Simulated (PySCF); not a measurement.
Potential energy of PdBr along the bond

Set-up: basis Pd def2-TZVPP with ECP28, Br def2-TZVPP; scalar-relativistic core potentials; PySCF 2.14. Energies in eV from Pd (4d10) + Br in their ground configurations at the same level. State: ²Σ⁺ (doublet), unpaired electrons σ ↑.

All columns are CAM-B3LYP. A positive dipole means Pd(−)Br(+).

```csv
R (Å),E (eV),μ (D),Mulliken charge on Pd (basis-dependent),HOMO (eV),LUMO (eV),Mayer bond order,⟨S²⟩
2.034,-1.534,-3.72,0.36,-8.09,-2.94,1.26,0.75
2.128,-2.129,-4.03,0.36,-8.19,-2.90,1.18,0.75
2.223,-2.452,-4.36,0.36,-8.28,-2.90,1.11,0.75
2.294,-2.568,-4.61,0.37,-8.32,-2.92,1.07,0.75
2.365,-2.605,-4.86,0.37,-8.35,-2.95,1.03,0.75
2.436,-2.583,-5.11,0.38,-8.37,-2.99,1.00,0.75
2.531,-2.488,-5.45,0.39,-8.37,-3.07,0.96,0.75
2.649,-2.302,-5.87,0.40,-8.33,-3.19,0.93,0.75
2.791,-2.024,-6.35,0.42,-8.26,-3.36,0.88,0.75
2.980,-1.624,-6.88,0.43,-8.16,-3.58,0.83,0.76
```

A fit through these points gives, at Re = 2.371 Å, μ = -4.88 D and dμ/dR = -3.55 D/Å; the reduced mass is 45.22 u.

Problem. How strong is the fundamental in the double-harmonic approximation, I = 42.26·(dμ/dR)²/μred km/mol?

Solution. I = 42.26·(-3.55)²/45.22 = 11.8 km/mol at CAM-B3LYP.

The metal atom is held in its measured ground configuration; semilocal functionals can put another filling of s and d lower by some tenths of an eV, and De to that atom would be smaller. Spin–orbit coupling is left out, which matters for elements this heavy, above all for dissociation energies. The state is the lowest single determinant that the PBE0 search found; with open d or f shells the true ground state can be another one.
